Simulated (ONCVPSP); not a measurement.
**Before and after: ONCV potential for tellurium**

tellurium (Te), optimised norm-conserving Vanderbilt (ONCV), made with ONCVPSP 4.0.1 (PBE, scalar-relativistic). Core [Kr] 4d10, reference 5s1 5p5. Waves: 5s: rc 1.65 bohr, ncon 4, nbas 7, qcut 3.5 1/bohr, 3 projectors, debl 2.2 Ha; 5p: rc 2.20 bohr, ncon 4, nbas 7, qcut 3.8 1/bohr, 2 projectors, debl 3.6 Ha; d scattering state at 0.07 Ha: rc 2.30 bohr, ncon 3, nbas 6, qcut 4.3 1/bohr, 2 projectors, debl 1.9 Ha. Local part: polynomial inside 1.40 bohr (lpopt 3, dvloc0 0 Ha). Core correction: none.

All-electron outer shells of the reference configuration (PBE, scalar-relativistic, ld1.x):

| shell | level (eV) | outermost node (bohr) | outermost maximum (bohr) |
| --- | --- | --- | --- |
| 4p | -115.81 | 0.38 | 0.74 |
| 4d | -43.00 | 0.36 | 0.81 |
| 5s | -15.86 | 0.91 | 1.77 |
| 5p | -6.50 | 1.00 | 2.14 |

Change: p: debl 0.15. In the p channel the program set the typed energies aside and used -0.239, 0.250 Ha.

Cutoffs: the cutoffs (Ha) at which the residual kinetic energy of the hardest occupied pseudo-wave falls to 1 and 0.1 mHa per electron; they do not see the model core or the augmentation charge, which bear on the density cutoff. Errors are all-electron minus pseudo energies relative to the spin-unpolarised reference configuration.

Problem. What does the change do?

Solution. The potential gets neither clearly harder nor softer (12 Ha and 28 Ha → 12 Ha and 28 Ha); both files keep a bound ghost (s); the errors of the 4 common tests hardly move; the range in which the p phases agree narrows (upper end 4.0 → 2.4).

| quantity | base | changed |
| --- | --- | --- |
| cutoff, loose | 12 Ha | 12 Ha |
| cutoff, tight | 28 Ha | 28 Ha |
| bound ghosts | s | s |
| GHOST(+) flags under 300 eV | p at 142.1 eV, s at 233.9 eV | p at 80.0 eV, s at 233.9 eV |
| error for 5s2 5p4, meV [ΔE -9.26 eV] | +6.7 | +6.7 |
| error for 5s2 5p3, meV [ΔE 0.47 eV] | -2.0 | -2.2 |
| error for 5s2 5p2, meV [ΔE 18.40 eV] | -31 | -32 |
| error for 5s2 5p1, meV [ΔE 45.30 eV] | -82 | -84 |
| s: phases at 1.67 bohr within 0.05 rad from the reference energy up to (Ha; the scan ends near 5) | to the end of the scan | to the end of the scan |
| p: phases at 2.23 bohr within 0.05 rad from the reference energy up to (Ha; the scan ends near 5) | 4.0 | 2.4 |
| d: phases at 2.34 bohr within 0.05 rad from the reference energy up to (Ha; the scan ends near 5) | 2.9 | 2.9 |

Base: The cutoffs count occupied waves only; projector 2 of the d channel, the hardest unoccupied one, needs 36 Ha at the loose tolerance. Changed file: The cutoffs count occupied waves only; projector 2 of the d channel, the hardest unoccupied one, needs 36 Ha at the loose tolerance. A true bound ghost makes a file unfit for plane-wave use even where its test errors are small: the radial tests pick states by their node count and pass the ghost by.
